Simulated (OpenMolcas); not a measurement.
**Fe3+: ligand-field states by method**

Fe3+ with its 6 nearest fluoride ions at 1.949 Å, on the Ga site of K2NaGaF6 (a = 8.246 Å, distance in the model lattice 1.938 Å). The rest of the host is ab initio model potentials to 7.6 Å, with orthogonalisation functions on the cations behind the ligands, and point charges beyond; the distance is set by hand and nothing relaxes. Ligand basis ANO-RCC-VDZP.
```
Fe    0.0000    0.0000    0.0000
F     1.9490    0.0000    0.0000
F     0.0000    1.9490    0.0000
F    -1.9490    0.0000    0.0000
F     0.0000   -1.9490    0.0000
F     0.0000    0.0000    1.9490
F     0.0000    0.0000   -1.9490
```

```yaml
Program: OpenMolcas
Basis: ANO-RCC-VTZP [6s5p3d2f1g]
Scalar_Hamiltonian: DKH2, point nucleus
Active_space: 5 electrons in 5 orbitals (3d)
State_averaging: 2S+1 = 6 even, 1 root; 2S+1 = 4 even, 24 roots; 2S+1 = 2 even, 75 roots
Spin-orbit_coupling: state interaction with AMFI integrals over the reference wave functions
```

I. CASSCF
II. SS-CASPT2, IPEA 0.25 Eh, imaginary shift 0.1 Eh (closed shells correlated: 3s 3p and the ligand valence shells)
III. SS-CASPT2, IPEA 0.25 Eh, sigma2 regulariser 0.3 Eh (closed shells correlated: 3s 3p and the ligand valence shells)

Spin-free states (labels of O, the rotations of Oh) in cm-1, each column counted from its own energy of the first state listed:

| State | Degeneracy | I | II | III |
| --- | --- | --- | --- | --- |
| 6A1 | 1 | 0 | 0 | 0 |
| 4T1 | 3 | 26468 | 17730 | 17730 |
| 4T2 | 3 | 32029 | 22100 | 22140 |
| 4A1 | 1 | 34462 | 27020 | 27020 |
| 4E | 2 | 34741 | 26980 | 26980 |
| 2T2 | 3 | 34920 | 19960 | 19980 |
| 4T2 | 3 | 40554 | 29780 | 29800 |
| 2A2 | 1 | 42235 | 28140 | 28150 |
| 2T1 | 3 | 42275 | 29300 | 29320 |
| 4E | 2 | 42934 | 32630 | 32640 |
| 2T2 | 3 | 44186 | 30900 | 30910 |
| 2E | 2 | 46187 | 32490 | 32500 |
| 4T1 | 3 | 47183 | 41800 | 41800 |
| 2A1 | 1 | 48883 | 37920 | 37930 |
| 2T2 | 3 | 51866 | 39330 | 39330 |
| 2E | 2 | 52135 | 38150 | 38180 |
| 2T1 | 3 | 52663 | 36790 | 36800 |
| 2T2 | 3 | 56627 | 41290 | 41310 |
| 4A2 | 1 | 57286 | 44030 | 44060 |
| 2T1 | 3 | 59461 | 45850 | 45860 |

From I to II, I's first state of another spin (4T1) moves from 26468 to 17730 cm-1, by about -8700 cm-1.

I: A least-squares ligand-field fit to the states below 45000 cm-1, each weighted by its degeneracy and with a free common offset, gives 10Dq = 11146 cm-1, B = 1217 cm-1 and C = 4469 cm-1 (C/B = 3.67), with an rms deviation of 124 cm-1. The same method and metal basis give the free ion B = 1296 cm-1 (fit to its terms below 60000 cm-1, rms deviation 21 cm-1), so the nephelauxetic ratio is β = 1217 / 1296 = 0.94; it hangs on how both fits weigh the states, and computed free-ion B values tend to be too large, so β mixes covalency with correlation.

χT at 300 K: I 4.39, II 4.38, III 4.38 cm3 K/mol.

Roots that are degenerate in the reference are averaged as groups; the widest CASPT2 spread within a group is 430 cm-1 (the 3-fold group of multiplicity 2 near 20000 cm-1 above the lowest state of its run, II). Shifts and gaps below about the spread of the groups concerned are not significant. Over all roots computed the reference weight is 0.71 to 0.74 in II, 0.71 to 0.74 in III; a low but even weight reflects the number of correlated electrons. Ligand-to-metal charge-transfer states are missing. With no ligand orbital active B as a rule stays too high, so bands that hang on it stand too high and its fall with covalency is understated. Without dynamic correlation the repulsion within the d shell is too large (B by tens of per cent), so at a given field states of lower spin stand too high (holds for I). With metal d orbitals alone and no dynamic correlation 10Dq can be off by a tenth to a fifth, either way, in oxide and fluoride hosts (holds for I). These CASPT2 states fit no ligand-field parameters well, so their order and spin gaps are uncertain (holds for II; III). With one d shell and no ligand orbital active, 10Dq can be off by a tenth or more (holds for II; III). No measured value stands beside these numbers; the geometry was set by hand and not optimised.
